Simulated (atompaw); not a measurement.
Building the PAW (atompaw) potential for tungsten (W) (PBE, scalar-relativistic).

Input for atompaw 4.2.0.5:

```
W 74
GGA-PBE scalarrelativistic loggrid 2001 logderivrange -3 5 201
6 6 5 4 0 0
6 0 0
6 1 0
5 2 4
0 0 0
c
c
c
c
c
v
c
c
c
c
v
c
c
v
c
2
3.00 2.85 2.25 2.75
y
3.95
n
y
4
n
y
3
n
modrrkj vanderbiltortho besselshape
bessel
3.00
3.00
3.00
3.00
2.25
3.00
PWSCFOUT
UPFDX 0.0125d0 UPFXMIN -7.d0 UPFZMESH 74.d0
END
```

Command:

```bash
atompaw < W.input > W.log
```

The program printed (summary file):

```
Completed calculations for W (AE)

 Exchange-correlation type: GGA, Perdew-Burke-Ernzerhof

 Radial integration grid is logarithmic
 r0 =   9.2376146E-05 h =   6.8358348E-03   n =      2001 rmax =   8.0000000E+01

 Scalar relativistic calculation

 AEatom converged in  39 iterations
   nz     =  74.00
   delta  =       5.686087216455E-17

 All Electron Orbital energies:
  n  l      occupancy      energy
  1  0      2.0000000E+00 -5.1092254E+03
  2  0      2.0000000E+00 -8.8280802E+02
  3  0      2.0000000E+00 -2.0422769E+02
  4  0      2.0000000E+00 -4.3071674E+01
  5  0      2.0000000E+00 -6.9935906E+00
  6  0      0.0000000E+00 -1.4173780E+00
  2  1      6.0000000E+00 -7.7212067E+02
  3  1      6.0000000E+00 -1.7145476E+02
  4  1      6.0000000E+00 -3.2323623E+01
  5  1      6.0000000E+00 -4.3584464E+00
  6  1      0.0000000E+00 -9.5507553E-01
  3  2      1.0000000E+01 -1.3378747E+02
  4  2      1.0000000E+01 -1.8707129E+01
  5  2      4.0000000E+00 -1.4612502E+00
  4  3      1.4000000E+01 -3.6228693E+00

 Total energy
   Total                    :   -32283.22212751761617

 ---
 Completed calculations for W (SC)

 Exchange-correlation type: GGA, Perdew-Burke-Ernzerhof

 Radial integration grid is logarithmic
 r0 =   9.2376146E-05 h =   6.8358348E-03   n =      2001 rmax =   8.0000000E+01

 Scalar relativistic calculation

 SCatom converged in   2 iterations
   nz     =  74.00
   delta  =       2.842666930378E-19

 Valence Electron Orbital energies:
  n  l      occupancy      energy
   6  0      0.0000000E+00 -1.4173780E+00
   6  1      0.0000000E+00 -9.5507553E-01
   5  2      4.0000000E+00 -1.4612502E+00

 Total energy
   Total                    :   -32283.22212751886036
   Valence                  :     -652.54869822264232

 PAW parameters:
       lmax =            2
         rc =    3.0065594024247702
        irc =         1521
   rc_shape =    2.8660764958839637
    rc_vloc =    2.2561979879152894
    rc_core =    2.7508987094793875
   Vloc: truncated form - Vps(r)=A.sin(qr)/r for r<rc
   Projector type: modified RKKJ projectors + Vanderbilt ortho.
   Bessel compensation charge shape zeroed at   2.8661E+00

 Number of basis functions     6
 No.   n  nodes  l      Energy         Cp coeff         Occ
  1    6    5    0   -0.1417378E+01 -0.3095720E+01  0.0000000E+00
  2  999    6    0    0.3950000E+01 -0.1991716E+00  0.0000000E+00
  3    6    4    1   -0.9550755E+00 -0.1277274E+02  0.0000000E+00
  4  999    5    1    0.4000000E+01 -0.2389567E+00  0.0000000E+00
  5    5    2    2   -0.1461250E+01  0.1156073E+01  0.4000000E+01
  6  999    3    2    0.3000000E+01  0.2597621E-01  0.0000000E+00

 Eigenvalues of overlap operator (in the basis of projectors):
    1        4.62225386E-02
    2        4.96208450E-02
    3        9.57651093E-02
    4        2.01757978E+00
    5        2.54787120E+00
    6        9.23211176E+00

 Orbital leakage outside PAW augmentation regions
   orb  is_core?  %out_of_sphere
   1 0    T           0.00
   2 0    T           0.00
   3 0    T           0.00
   4 0    T           0.00
   5 0    T           0.02
   6 0    F          37.20
   2 1    T           0.00
   3 1    T           0.00
   4 1    T           0.00
   5 1    T           0.20
   6 1    F          65.14
   3 2    T           0.00
   4 2    T           0.00
   5 2    F           8.62
   4 3    T           0.01

 Summary of PAW energies
   Total valence energy     :   -652.54870066483807
   Smooth energy            :     13.91675124989249
   One center               :   -666.46545191473058
   Smooth kinetic           :      9.22645806399576
   Vloc energy              :      0.78514380290727
   Smooth exch-corr         :     -2.50901891676100
   One-center xc            :   -642.08389719487707
```

The run took about 13 s on one core of a shared server CPU.
